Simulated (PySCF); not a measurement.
From computed data to an observable: refractive index and permittivity of the vapour

C3H9GeN, SMILES C=[CH][GeH2][NH]C.

Geometry: PBE0-D3(BJ)/def2-SVP. The structure was generated by enumeration, and PubChem lists no compound with its InChIKey, so it may never have been made. One conformer was computed; it need not be the lowest.

B3LYP/def2-TZVP in PySCF gives a mean static polarisability of 75.9 bohr³ and a dipole moment of 0.87 D. Take an ideal gas at 298.15 K and 0.1 bar, whether or not the substance is that volatile.

Task: Work out n − 1 in the optical limit and the static ε − 1.

Result: 
Polarisability volume α' = 75.9 × 0.148185 = 11.25 Å³. Number density N = p/kT = 2.43e-6 Å⁻³.
Dilute limit of Lorentz–Lorenz: n − 1 = 2π N α' = 0.00017.
Orientation term of Debye: μ²/(3kT) = 8.098 Å³ × μ²(D²) = 6.13 Å³.
ε − 1 = 4π N (α' + μ²/3kT) = 0.00053. Orientation of the dipole supplies 35 % of the static response; it can't follow optical fields. Vibrational polarisation and dispersion are left out.
